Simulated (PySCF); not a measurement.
BrGaH2. Atoms are numbered in the order given.

```xyz
4

Ga     0.0000     0.0000     1.1710
H      0.0000     1.4086     1.8357
H      0.0000    -1.4086     1.8357
Br     0.0000     0.0000    -1.1421
```
Charge 0, spin multiplicity 1.

The structure is a stationary point at B3LYP-D3(BJ)/def2-TZVP.

All values below come from PBE0/def2-TZVPD (PySCF).

Mulliken values depend strongly on the basis, most of all with diffuse functions as here. ESP charges are fitted to the potential on shells at 1.4 to 2.0 van der Waals radii. Atomic charges (e):

```csv
atom,Mulliken,IAO,ESP fit
Ga1,0.58,0.53,0.58
H2,-0.12,-0.13,-0.15
H3,-0.12,-0.13,-0.15
Br4,-0.33,-0.27,-0.28
```
